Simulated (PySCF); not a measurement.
Job file and geometry (Å, from GFN2-xTB) of an NMR shielding run on SMILES S(B)C(F)F, CH₃BF₂S, GIAO PBE0/pcSseg-1 NMR shielding, non-relativistic, gas phase (PySCF); density fitting, a coarse starting grid and PySCF grid level 2 are the driver's defaults:

```
$ OMP_NUM_THREADS=1 python probes_run.py task.json out

{"job": {"kind": "nmr", "xc": "PBE0", "basis": "pcSseg-1"}, "charge": 0, "multiplicity": 1}
B      1.591617     0.075353    -0.021428
S      0.335480    -1.086976    -0.381103
C     -1.184898    -0.092779    -0.050695
F     -1.258748     0.246154     1.247448
F     -2.274335    -0.817558    -0.331810
H      1.309959     1.161565     0.292990
H      2.688292    -0.300417    -0.122307
H     -1.198310     0.824070    -0.657661
```

**Question.** Write the output of this run.

**Answer.** 
```
coarse grid: 7832 points
cycle   1  E = -662.0559396926  dE =  5.748e-01  |g| = 6.875e-01  |ddm| = 2.414e+00
cycle   2  E = -661.9549963329  dE =  1.009e-01  |g| = 1.060e+00  |ddm| = 9.036e-01
cycle   3  E = -662.1408393655  dE = -1.858e-01  |g| = 2.659e-02  |ddm| = 5.442e-01
cycle   4  E = -662.1409571284  dE = -1.178e-04  |g| = 1.491e-02  |ddm| = 4.004e-02
cycle   5  E = -662.1410001264  dE = -4.300e-05  |g| = 5.313e-03  |ddm| = 1.906e-02
cycle   6  E = -662.1410060792  dE = -5.953e-06  |g| = 1.264e-03  |ddm| = 5.608e-03
final grid: 73488 points
cycle   7  E = -662.1837135117  dE = -2.988e-05  |g| = 6.673e-03  |ddm| = 1.750e-02
cycle   8  E = -662.1837073411  dE =  6.171e-06  |g| = 8.798e-03  |ddm| = 1.065e-02
cycle   9  E = -662.1837231204  dE = -1.578e-05  |g| = 4.963e-04  |ddm| = 6.349e-03
cycle  10  E = -662.1837231618  dE = -4.141e-08  |g| = 1.945e-04  |ddm| = 4.981e-04
cycle  11  E = -662.1837231686  dE = -6.789e-09  |g| = 5.966e-05  |ddm| = 2.002e-04
cycle  12  E = -662.1837231696  dE = -1.020e-09  |g| = 8.636e-06  |ddm| = 8.105e-05
cycle  13  E = -662.1837231696  dE = -8.868e-12  |g| = 3.073e-06  |ddm| = 7.414e-06
converged SCF energy = -662.1837231696

GIAO shielding tensors (ppm)
atom      isotropic    diamagn.    paramagn.     s11        s22        s33       span
  0 B       34.921     196.654    -161.733    -37.479      5.435    136.806    174.285
  1 S      252.337    1057.117    -804.780     51.917    290.443    414.651    362.734
  2 C       56.972     242.782    -185.809     34.088     62.852     73.977     39.889
  3 F      270.720     473.526    -202.806    167.100    305.967    339.094    171.994
  4 F      286.076     469.909    -183.833    203.753    310.023    344.453    140.699
  5 H       24.356      30.099      -5.743     17.175     26.504     29.390     12.215
  6 H       24.536      29.073      -4.538     19.231     26.995     27.380      8.149
  7 H       24.512      28.575      -4.064     22.686     23.169     27.681      4.995
```

Size and cost of the density-fitted run: 107 basis functions, 27 s wall time on 1 thread of an Intel Xeon, shared host; peak memory 0.47 GiB.
